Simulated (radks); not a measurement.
The nuclear charge of the carbon ion C2+ is varied continuously with 4 electrons held in [He] 2s2. All-electron calculation, Dirac Kohn-Sham, PBE, spin-unpolarised, spherical densities, point nucleus. Program: a radial shooting solver on a logarithmic mesh with Libxc functionals. By the Hellmann-Feynman theorem dE/dZ = E(electron-nucleus)/Z, the electronic potential at the nucleus.

| Z | E (hartree) | E(electron-nucleus)/Z (hartree) | HOMO | e(HOMO) (eV) | <r> HOMO (bohr) |
|---|---|---|---|---|---|
| 5.6 | -31.30629 | -12.4276 | 2s1/2 | -31.203 | 1.502 |
| 5.8 | -33.84196 | -12.9292 | 2s1/2 | -35.653 | 1.428 |
| 6 | -36.47795 | -13.4308 | 2s1/2 | -40.378 | 1.361 |
| 6.2 | -39.21427 | -13.9324 | 2s1/2 | -45.379 | 1.301 |
| 6.4 | -42.05091 | -14.4341 | 2s1/2 | -50.653 | 1.245 |
| 6.6 | -44.98791 | -14.9359 | 2s1/2 | -56.203 | 1.195 |
| 6.8 | -48.02526 | -15.4377 | 2s1/2 | -62.026 | 1.148 |
| 7 | -51.16299 | -15.9396 | 2s1/2 | -68.124 | 1.105 |

The central difference of E at Z = 6 is -13.431 hartree, to compare with the third column; the second derivative is -2.51 hartree.
